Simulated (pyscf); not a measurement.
**`[Cl][Si]([Cl])([Cl])[SeH]`, singlet**

Gas-phase minimum from PySCF at ωB97X-D3(BJ)/def2-SVP, one conformer. 

```xyz
6

Cl    -0.2944    -0.1602     1.9634
Si    -1.2007    -0.4277     0.1539
Cl    -1.2693    -2.4172    -0.2835
Cl    -3.1020     0.2967     0.3194
Se    -0.0666     0.5378    -1.5129
H     -0.2000     1.8667    -0.9039
```

Bond lengths (Å): Cl1–Si2 2.041, Si2–Cl3 2.038, Si2–Cl4 2.041, Si2–Se5 2.235, Se5–H6 1.468. Bond angles (°): Cl1–Si2–Cl3 109.5, Cl1–Si2–Cl4 107.2, Cl1–Si2–Se5 112.3, Cl3–Si2–Cl4 109.4, Cl3–Si2–Se5 106.2, Cl4–Si2–Se5 112.3, Si2–Se5–H6 92.0.

Properties at ωB97X-D3(BJ)/def2-SVP:

| Item | Value |
|---|---|
| Harmonic wavenumbers, unscaled | 100, 119, 182, 183, 193, 198, 367, 579, 618, 630, 715, 2496 cm⁻¹ |
| Zero-point energy | 9.1 kcal/mol |
| Rotational symmetry number | 1 |
| Entropy of this conformer at 298 K and 1 atm, rigid rotor and harmonic oscillator, modes under 100 cm⁻¹ raised to 100 | 378.4 J/(mol K) |
| Dipole moment | 1.20 D |

Single-point totals, which compare only within one level:

```tsv
level	total energy (hartree)
ωB97X-D3(BJ)/def2-TZVP	-4072.46661
PBE/def2-TZVP	-4071.41850
r²SCAN/def2-TZVP	-4072.36811
B3LYP-D3(BJ)/def2-TZVP	-4072.60122
PBE0-D3(BJ)/def2-TZVP	-4071.64449
M06-2X/def2-TZVP	-4072.45123
ωB97M-D3(BJ)/def2-TZVP	-4072.69766
```

Soft torsions are taken as harmonic, which can shift the entropy by several J/(mol K). Elements up to Kr have no core potential and no relativistic terms here.
